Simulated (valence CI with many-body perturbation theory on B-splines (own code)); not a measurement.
# Ladder of approximations for Hg66+

Computed by valence CI with perturbative core correlation (CI+MBPT): four valence electrons over a frozen Dirac-Fock core [Ne], a basis of 11 s, 11 p, 9 d, 7 f, 5 g, 2 h, 1 i functions for each j, with the one-electron correlation potential Σ1, the two-electron term Σ2, the three-electron term Σ3, Breit, model QED; selected CI, second order for the rest (own B-spline code, finite nucleus).

The last digits are not significant, and no measured levels were compared; by estimate large intervals hold to a few tenths of a per cent, small ones and those within an open d or f shell to about a per cent.

Each rung adds one term. CI alone is the Dirac-Coulomb CI over the frozen core; QED comes last and gives the full result, which names the levels. Energies are above (3s^2 3p1/2^2) J=0 on the same rung, in × 10³ cm⁻¹.

Levels are named by their leading jj configuration (3d3/2^4 stands for four electrons in 3d with j = 3/2), which in mixed levels can hold well under half, so a name can repeat and another be missing. Letters in brackets count levels of one name in rising energy.

```tsv
Level	CI alone
(3s^2 3p1/2 3p3/2) J=1	4159.8
(3s^2 3p1/2 3p3/2) J=2	4247.0
(3s 3p1/2^2 3p3/2) J=2	5721.4
(3s 3p1/2^2 3p3/2) J=1	5959.1
(3s^2 3p1/2 3d3/2) J=2	6148.1
(3s^2 3p1/2 3d3/2) J=1	6552.1
(3s^2 3p1/2 3d5/2) J=2	7283.3
(3s^2 3p1/2 3d5/2) J=3	7304.2
(3s 3p1/2^2 3d3/2) J=1	7738.4
(3s 3p1/2^2 3d3/2) J=2	7809.4
(3s^2 3p3/2^2) J=2	8468.1
(3s^2 3p3/2^2) J=0	8643.6
(3s 3p1/2^2 3d5/2) J=3	8841.5
(3s 3p1/2^2 3d5/2) J=2	8963.6
(3s 3p1/2 3p3/2^2) J=2 [a]	9789.1
(3s 3p1/2 3p3/2^2) J=3	9969.7
```

(1) What do these energies become with core correlation, Breit and QED?

(2) How does the ionisation energy move along the ladder, and which term matters most?

## Answers

(1) (3s^2 3p1/2 3p3/2) J=1 4116.7 (-43.05); (3s^2 3p1/2 3p3/2) J=2 4198.2 (-48.79); (3s 3p1/2^2 3p3/2) J=2 5666.3 (-55.06); (3s 3p1/2^2 3p3/2) J=1 5903.3 (-55.80); (3s^2 3p1/2 3d3/2) J=2 6076.5 (-71.61); (3s^2 3p1/2 3d3/2) J=1 6481.1 (-71.02); (3s^2 3p1/2 3d5/2) J=2 7194.9 (-88.38); (3s^2 3p1/2 3d5/2) J=3 7208.3 (-95.81); (3s 3p1/2^2 3d3/2) J=1 7665.0 (-73.39); (3s 3p1/2^2 3d3/2) J=2 7731.6 (-77.81); (3s^2 3p3/2^2) J=2 8379.9 (-88.20); (3s^2 3p3/2^2) J=0 8560.6 (-83.10); (3s 3p1/2^2 3d5/2) J=3 8740.2 (-101.37); (3s 3p1/2^2 3d5/2) J=2 8864.9 (-98.81); (3s 3p1/2 3p3/2^2) J=2 [a] 9694.6 (-94.50); (3s 3p1/2 3p3/2^2) J=3 9864.3 (-105.39).

(2) CI alone 8020.2, + Σ1 8021.4, + Σ2 8021.6, + Σ3 8021.4, + Breit 8007.8, + QED 8007.3 eV. The largest step is Breit, -13.6 eV. NIST lists 8010 ± 40 eV (theoretical).
